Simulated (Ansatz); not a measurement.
SnH3(nBu) (C4H12Sn). Charge 0, multiplicity 1. Geometry B3LYP-D4/def2-SVP; atoms count from 1.

```xyz
17

C     0.017   -0.358    0.886
C     0.325   -0.306   -0.614
C    -0.886    0.037   -1.496
C    -1.454    1.439   -1.274
Sn    1.730   -0.919    2.110
H     1.298   -0.963    3.778
H     2.299   -2.477    1.640
H     3.006    0.219    1.894
H    -0.783   -1.087    1.096
H    -0.333    0.616    1.262
H     1.126    0.432   -0.806
H     0.731   -1.279   -0.942
H    -0.589   -0.070   -2.554
H    -1.678   -0.715   -1.326
H    -2.286    1.647   -1.965
H    -1.839    1.571   -0.250
H    -0.684    2.212   -1.440
```

In the def2 sets Sn takes a core potential; there is no spin–orbit coupling. Another isomer (singlet) lies 0.81 eV lower at PBE0-D4/def2-TZVP; other spin states weren't run for this one.

(1) Estimate the Mulliken populations from the PBE0/def2-TZVP orbitals of Ansatz.

(2) And the Mayer bond orders between heavy atoms (over 0.3)?

Answers

(1) 
```json
{"atom": "C1", "charge (e)": "-0.51"}
{"atom": "C2", "charge (e)": "-0.21"}
{"atom": "C3", "charge (e)": "-0.14"}
{"atom": "C4", "charge (e)": "-0.40"}
{"atom": "Sn5", "charge (e)": "0.39"}
{"atom": "H6", "charge (e)": "-0.06"}
{"atom": "H7", "charge (e)": "-0.07"}
{"atom": "H8", "charge (e)": "-0.07"}
{"atom": "H9", "charge (e)": "0.13"}
{"atom": "H10", "charge (e)": "0.14"}
{"atom": "H11", "charge (e)": "0.11"}
{"atom": "H12", "charge (e)": "0.12"}
{"atom": "H13", "charge (e)": "0.11"}
{"atom": "H14", "charge (e)": "0.09"}
{"atom": "H15", "charge (e)": "0.13"}
{"atom": "H16", "charge (e)": "0.12"}
{"atom": "H17", "charge (e)": "0.12"}
```
Mulliken values depend strongly on the basis.

(2) C1–C2 0.99 (1.53 Å); C1–Sn5 0.91 (2.18 Å); C2–C3 0.99 (1.54 Å); C3–C4 1.00 (1.53 Å).
